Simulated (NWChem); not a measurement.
System: C2H7BS; SMILES B(C)(C)S

Input file for NWChem:

```
start job
memory heap 200 mb stack 900 mb global 1100 mb
geometry units angstroms noautoz
  B     -0.001918    -0.379325     0.022188
  C      1.359051    -1.156718    -0.128880
  H      1.406258    -1.594165    -1.142313
  H      1.394076    -2.012334     0.566666
  H      2.263895    -0.549576     0.017712
  C     -1.379053    -1.140510     0.024175
  H     -1.403180    -1.918361    -0.756988
  H     -2.269621    -0.504809    -0.084903
  H     -1.471269    -1.680309     0.984505
  S      0.114885     1.406844     0.211467
  H     -1.202452     1.702158     0.279888
end
basis spherical
  * library def2-tzvp
end
dft
  xc xtpss03 ctpss03
  iterations 150
  semidirect filesize 400000000
  mulliken
end
task dft energy
```

Output (shortened):

```
             Northwest Computational Chemistry Package (NWChem) 7.3.0
             --------------------------------------------------------

 C1  symmetry detected

                             Geometry "geometry" -> ""
                             -------------------------

 Output coordinates in angstroms (scale by  1.889725989 to convert to a.u.)

  No.       Tag          Charge          X              Y              Z
 ---- ---------------- ---------- -------------- -------------- --------------
    1 B                    5.0000     0.00862047    -0.38892829    -0.00606312
    2 C                    6.0000     1.41166056    -1.10364286     0.00165902
    3 H                    1.0000     1.54167523    -1.63867273    -0.95618963
    4 H                    1.0000     1.44451792    -1.88102079     0.78376749
    5 H                    1.0000     2.27596135    -0.43716281     0.13448136
    6 C                    6.0000    -1.32835223    -1.21862267    -0.00175010
    7 H                    1.0000    -1.26754948    -2.07201436    -0.69736176
    8 H                    1.0000    -2.23972029    -0.64591169    -0.22655118
    9 H                    1.0000    -1.45359150    -1.66217588     1.00308627
   10 S                   16.0000     0.02866696     1.41090759     0.00156054
   11 H                    1.0000    -1.30291688     1.64067151    -0.03533898

 Effective nuclear repulsion energy (a.u.)     144.1288037880

                                 NWChem DFT Module
                                 -----------------

 Summary of "ao basis" -> "ao basis" (spherical)
 ------------------------------------------------------------------------------
       Tag                 Description            Shells   Functions and Types
 ---------------- ------------------------------  ------  ---------------------
 B                         def2-tzvp                11       31   5s3p2d1f
 C                         def2-tzvp                11       31   5s3p2d1f
 H                         def2-tzvp                 4        6   3s1p
 S                         def2-tzvp                13       37   5s5p2d1f

            General Information
            -------------------
          SCF calculation type: DFT
          Wavefunction type:  closed shell.
          No. of atoms     :    11
          No. of electrons :    40
           Alpha electrons :    20
            Beta electrons :    20
          Charge           :     0
          Spin multiplicity:     1
          Use of symmetry is: off; symmetry adaption is: off
          Maximum number of iterations: 150
          AO basis - number of functions:   172
                     number of shells:    74
          Convergence on energy requested:  1.00D-06
          Convergence on density requested:  1.00D-05
          Convergence on gradient requested:  5.00D-04

              XC Information
              --------------
                  TPSS metaGGA Exchange Functional  1.000
             TPSS03 metaGGA Correlation Functional  1.000

             Grid Information
             ----------------
          Grid used for XC integration:  medium
          Radial quadrature: Mura-Knowles
          Angular quadrature: Lebedev.
          Tag              B.-S. Rad. Rad. Pts. Rad. Cut. Ang. Pts.
          ---              ---------- --------- --------- ---------
          B                   0.85       49           9.0       434
          C                   0.70       49          11.0       434
          H                   0.35       45          12.0       434
          S                   1.00       88          11.0       590
          Grid pruning is: on
          Number of quadrature shells:   550
          Spatial weights used:  Erf1

      Superposition of Atomic Density Guess
      -------------------------------------

 Sum of atomic energies:        -500.85553499

      Non-variational initial energy
      ------------------------------

 Total energy =    -503.085288
 1-e energy   =    -971.806943
 2-e energy   =     324.592851
 HOMO         =      -0.348320
 LUMO         =       0.015069

------------------------------------------------------------
EAF file 0: "./job.aoints.0" size=476053504 bytes
------------------------------------------------------------
               write      read    awrite     aread      wait
               -----      ----    ------     -----      ----
     calls:      908         0         0         0         0
   data(b): 4.76e+08  0.00e+00  0.00e+00  0.00e+00
   time(s): 0.00e+00  0.00e+00  0.00e+00  0.00e+00  0.00e+00
rate(mb/s): 0.00e+00  0.00e+00
------------------------------------------------------------

     ---------------------------------------------
      Total Density - Mulliken Population Analysis
     ---------------------------------------------

    Atom       Charge   Shell Charges
 -----------   ------   -------------------------------------------------------
    1 B    5     4.58   0.92  1.06  0.55  0.49  0.05  0.76  0.55  0.04  0.04  0.10  0.02
    2 C    6     6.72   0.86  1.12  0.56  0.69  0.11  1.32  1.53  0.50  0.01  0.02  0.00
    3 H    1     0.80   0.23  0.43  0.13  0.02
    4 H    1     0.81   0.23  0.43  0.13  0.02
    5 H    1     0.82   0.24  0.44  0.13  0.02
    6 C    6     6.71   0.86  1.12  0.56  0.69  0.11  1.31  1.52  0.50  0.01  0.02  0.00
    7 H    1     0.81   0.23  0.43  0.13  0.02
    8 H    1     0.82   0.24  0.44  0.13  0.02
    9 H    1     0.80   0.23  0.42  0.12  0.02
   10 S   16    16.36   2.01  0.49  1.48  1.07  0.75  4.18  1.69  0.92  2.46  1.24  0.02  0.04  0.00
   11 H    1     0.75   0.19  0.40  0.14  0.02

   convergence    iter        energy       DeltaE   RMS-Dens  Diis-err
 ---------------- ----- ----------------- --------- --------- ---------
 d= 0,ls=0.0,diis     1   -503.5575001459 -6.48D+02  3.54D-03  6.27D-01
 d= 0,ls=0.0,diis     2   -503.5908489319 -3.33D-02  2.11D-03  1.37D-01
 d= 0,ls=0.0,diis     3   -503.5988472184 -8.00D-03  9.56D-04  8.11D-02
 d= 0,ls=0.0,diis     4   -503.6099116903 -1.11D-02  1.54D-04  1.11D-03
 d= 0,ls=0.0,diis     5   -503.6100293241 -1.18D-04  6.79D-05  2.42D-04
  Resetting Diis
 d= 0,ls=0.0,diis     6   -503.6100653511 -3.60D-05  1.28D-05  9.87D-06
 d= 0,ls=0.0,diis     7   -503.6100667423 -1.39D-06  7.15D-06  1.05D-06
 d= 0,ls=0.0,diis     8   -503.6100665592  1.83D-07  4.59D-06  2.38D-06

         Total DFT energy =     -503.610066559230
      One electron energy =     -976.359023707372
           Coulomb energy =      371.918700770875
    Exchange-Corr. energy =      -43.298547410719
 Nuclear repulsion energy =      144.128803787986

 Numeric. integr. density =       39.999987484638

                       DFT Final Molecular Orbital Analysis
                       ------------------------------------

 Vector   18  Occ=2.000000D+00  E=-2.890913D-01
              MO Center=  3.3D-01, -6.2D-01, -2.2D-02, r^2= 3.0D+00
   Bfn.  Coefficient  Atom+Function         Bfn.  Coefficient  Atom+Function
  ----- ------------  ---------------      ----- ------------  ---------------
     6      0.250140   1 B  px               37     -0.249784   2 C  px
    40     -0.192830   2 C  px              145      0.176640  10 S  py
     9      0.152931   1 B  px               86     -0.152717   6 C  px
    38      0.142702   2 C  py                7     -0.120876   1 B  py
   119      0.119622   8 H  s                43     -0.116307   2 C  px

 Vector   19  Occ=2.000000D+00  E=-2.731544D-01
              MO Center= -2.3D-01,  3.4D-01,  1.7D-03, r^2= 3.6D+00
   Bfn.  Coefficient  Atom+Function         Bfn.  Coefficient  Atom+Function
  ----- ------------  ---------------      ----- ------------  ---------------
   145      0.333130  10 S  py              148      0.216800  10 S  py
     7     -0.188458   1 B  py              144      0.181983  10 S  px
    87      0.173316   6 C  py              142      0.149093  10 S  py
    86      0.147684   6 C  px               90      0.132417   6 C  py
     6     -0.131267   1 B  px              136     -0.124690  10 S  py

 Vector   20  Occ=2.000000D+00  E=-2.481463D-01
              MO Center=  2.5D-03,  1.1D+00,  2.8D-03, r^2= 2.1D+00
   Bfn.  Coefficient  Atom+Function         Bfn.  Coefficient  Atom+Function
  ----- ------------  ---------------      ----- ------------  ---------------
   146      0.490505  10 S  pz              149      0.323821  10 S  pz
   143      0.221132  10 S  pz              137     -0.184440  10 S  pz
     8      0.112970   1 B  pz               11      0.090075   1 B  pz
   140     -0.085028  10 S  pz              126     -0.052573   9 H  s
    14      0.049336   1 B  pz               39     -0.046707   2 C  pz

 Vector   21  Occ=0.000000D+00  E=-4.355169D-02
              MO Center=  6.5D-03, -2.0D-01, -6.4D-03, r^2= 3.2D+00
   Bfn.  Coefficient  Atom+Function         Bfn.  Coefficient  Atom+Function
  ----- ------------  ---------------      ----- ------------  ---------------
    11      0.430966   1 B  pz               14      0.403397   1 B  pz
     8      0.387628   1 B  pz              149     -0.358156  10 S  pz
   126     -0.337352   9 H  s                65      0.323021   3 H  s
    71     -0.265400   4 H  s               114      0.235577   7 H  s
   146     -0.193256  10 S  pz              143     -0.111421  10 S  pz

 Vector   22  Occ=0.000000D+00  E=-4.658944D-03
              MO Center= -4.8D-01,  8.4D-01, -2.4D-02, r^2= 5.9D+00
   Bfn.  Coefficient  Atom+Function         Bfn.  Coefficient  Atom+Function
  ----- ------------  ---------------      ----- ------------  ---------------
    36      1.674333   2 C  s                85      1.550722   6 C  s
   169     -1.056084  11 H  s                 5     -0.911214   1 B  s
   134      0.749878  10 S  s               120     -0.655625   8 H  s
   147     -0.653609  10 S  px               77     -0.530396   5 H  s
    71     -0.434264   4 H  s                65     -0.384564   3 H  s

[...]
```

Level: TPSS/def2-TZVP. All runs use the structure optimised with PBE0/def2-SVP.
